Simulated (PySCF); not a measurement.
Compound: C₇H₂FNSe.
Geometry (PBE0-D3(BJ)/def2-SVP, Å), atoms numbered from 1 in this order:
```
atom  x, y, z in Å
C1    -3.3065   -0.6137    0.0079
C2    -2.0954   -0.5478    0.0680
C3    -0.6925   -0.4769    0.1356
Se4    0.3654   -2.0127   -0.0360
C5     1.8359   -0.8843    0.1837
F6     3.0543   -1.3755    0.1689
C7     1.5066    0.4224    0.3549
C8     0.0939    0.6498    0.3282
C9    -0.4746    1.9468    0.4846
N10   -0.9234    3.0085    0.6112
H11   -4.3789   -0.6602   -0.0470
H12    2.2464    1.2091    0.4996
```

Computed with TDDFT CAM-B3LYP/def2-SVPD, vertical, gas phase, core orbitals frozen in the response in PySCF. The CAM-B3LYP/def2-SVPD calculation is non-relativistic and has no spin–orbit coupling, an omission that weighs most on selenium.

Ground-to-excited transition dipoles (e·a0, same axes as the geometry; the sign carries no meaning), for the states with f of 0.002 or more among the lowest 10:

```tsv
state	E (eV)	μx	μy	μz
S1	4.302	1.277	0.348	0.101
S3	4.992	-0.082	1.179	0.162
S7	6.252	-0.196	0.242	0.026
S9	6.410	-0.231	1.120	0.150
S10	6.540	0.007	0.049	-0.254
```

Task: Work out the oscillator strengths.

Result: f = (2/3) ΔE |μ|² with ΔE in hartree (27.2114 eV).

```json
{"state": "S1", "|μ|² (au)": "1.762", "|μ| (D)": "3.37", "f": "0.186"}
{"state": "S3", "|μ|² (au)": "1.423", "|μ| (D)": "3.03", "f": "0.174"}
{"state": "S7", "|μ|² (au)": "0.098", "|μ| (D)": "0.79", "f": "0.015"}
{"state": "S9", "|μ|² (au)": "1.330", "|μ| (D)": "2.93", "f": "0.209"}
{"state": "S10", "|μ|² (au)": "0.067", "|μ| (D)": "0.66", "f": "0.011"}
```

Task: Label these states by symmetry in Cs.

Result: The ground state is totally symmetric, so the direction of μ fixes the label. Polarised normal to the mirror plane, so A″: S10. Polarised in the mirror plane, so A′: S1, S3, S7 and S9.

Task: Which bond between heavy atoms lies closest to the direction of the S9 transition dipole?

Result: C5–C7, at 2° from it; next C9–N10 and C8–C9 at 11°.

Task: What angle do the transition dipoles of S3 and S10 make?

Result: |cos θ| = |μa·μb| / (|μa| |μb|) = 0.05, so θ ≈ 87° (taken between 0 and 90°, since the signs are arbitrary).

Task: What peak molar absorption coefficient would the strongest computed level give as a lone Gaussian band 0.4 eV wide at half height?

Result: ε(max) = 2.175×10⁸ f / FWHM, with the width in cm⁻¹. S9: 2.175×10⁸ × 0.2089 / 3226 ≈ 14000 L mol⁻¹ cm⁻¹.

The vertical ionisation energy (ΔSCF) is 8.94 eV, 2.40 eV above S10.

On an Arm Neoverse V2 with one thread (shared host), this took 4.8 min wall.
